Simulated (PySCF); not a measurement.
SMILES [SiH3]O[SiH3] (H₆OSi₂), singlet at its B3LYP/def2-SVP optimised geometry (Å):

```
9

Si    -1.6004    -1.9439    -2.6802
O     -1.0647    -1.1504    -1.3364
Si    -0.5023    -0.3632     0.0000
H     -0.4417    -2.3474    -3.5279
H     -2.3588    -3.1638    -2.2798
H     -2.4956    -1.0520    -3.4719
H     -0.9890     1.0464     0.0000
H      0.9890    -0.3632     0.0000
H     -0.9890    -1.0464     1.2329
```

Calculation: B3LYP/def2-TZVP in PySCF. Cells within 0.4 Å of a nucleus heavier than hydrogen are left out (blank, or x).

Map of the Laplacian of the electron density (e/bohr⁵), clipped to [-1.50, 1.50] on the plane z = 0.0 Å:

```
|5555555555555555555555555555555|
|5555555555555555555555555555555|
|5555555555555555555555555555555|
|5555555555555555555555555555555|
|5555555555555555555555555555555|
|5555555555555555555555555555555|
|5555555555555555555555555555555|
|5555555555555555555555555555555|
|5555555555555555555555555555555|
|5555555555555555555555555555555|
|5555555555104555555555555555555|
|5555555554003455555555555555555|
|5555555554433455555555555555555|
|5555555555434455555555555555555|
|5555555555459985455555555555555|
|5555555555599x99444455555555555|
|555555555579xxx9532015555555555|
|555555555589xxx9532015555555555|
|555555555569xx99444445555555555|
|5555555555569995455555555555555|
|5555555555555555555555555555555|
|5555555555555555555555555555555|
|5555555555555555555555555555555|
|5555555555555555555555555555555|
|5555555555555555555555555555555|
|5555555555555555555555555555555|
|5555555555555555555555555555555|
|5555555555555555555555555555555|
|5555555555555555555555555555555|
|5555555555555555555555555555555|
|5555555555555555555555555555555|
```
Scale: ten equal steps from -1.50 (start of '0') to 1.50 (end of '9'), in the order '0123456789'; x runs from -3.50 to 3.50, y from -3.50 (bottom) to 3.50 (top).
